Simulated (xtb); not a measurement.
Si(OMe)4 (C4H12O4Si), SMILES CO[Si](OC)(OC)OC. All values are semi-empirical tight-binding results from xtb (GFN2-xTB unless named), good for trends rather than for accurate numbers. Geometry: GFN2-xTB. The isomer is the one that the SMILES or the coordinates give; other isomers of the formula were not compared. One conformer was computed; it need not be the lowest.

Computed properties:
| Item | Value |
|---|---|
| point group as xtb finds it | S4 |
| orbital gap | 9.14 eV |
| dipole moment | 0.03 D |
| zero-point energy | 104.0 kcal/mol |
| G − E(el) at 298.15 K (modified RRHO) | 78.0 kcal/mol |
| static polarisability (D4 model) | 99.7 bohr³ |
| solvation energy, GFN2-xTB/ALPB(water) | -4.1 kcal/mol |
| solvation energy, GFN2-xTB/ALPB(thf) | -9.4 kcal/mol |
